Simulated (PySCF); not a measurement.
Cl₃H₃HfOSi, SMILES [SiH3][O][Hf]([Cl])([Cl])[Cl], multiplicity 1.

The structure is a stationary point at B3LYP-D3(BJ)/def2-SVP. The spin state was assumed, not searched. The isomer is the one that the SMILES or the coordinates give; other isomers of the formula were not compared. The def2 effective core potentials stand for the cores of Hf; spin–orbit coupling is left out. Other conformers were not sampled.

Two levels are set side by side: PBE/def2-TZVP (PySCF) and CAM-B3LYP/def2-TZVP (PySCF). Same geometry, gas phase. Differences are taken from unrounded values.

```json
[
 {"quantity": "orbital gap (eV)", "CAM-B3LYP": "10.18", "PBE": "5.50", "PBE minus CAM-B3LYP": "-4.67"},
 {"quantity": "highest occupied level (eV)", "CAM-B3LYP": "-10.72", "PBE": "-7.97", "PBE minus CAM-B3LYP": "2.75"},
 {"quantity": "lowest empty level (eV)", "CAM-B3LYP": "-0.55", "PBE": "-2.47", "PBE minus CAM-B3LYP": "-1.92"},
 {"quantity": "dipole moment (D)", "CAM-B3LYP": "2.21", "PBE": "2.14", "PBE minus CAM-B3LYP": "-0.07"},
 {"quantity": "mean polarisability (bohr³)", "CAM-B3LYP": "101.3", "PBE": "108.8", "PBE minus CAM-B3LYP": "7.6"}
]
```

PBE's occupied levels lie high since its potential decays too fast outside the molecule; exact exchange lowers them and widens the gap. Loosely held outer electrons make PBE densities more polarisable. Differences between two approximate levels are no errors against the true value.

Rough cost on one machine, each run with all the roots and properties that it gave: CAM-B3LYP against PBE within a factor of 2.
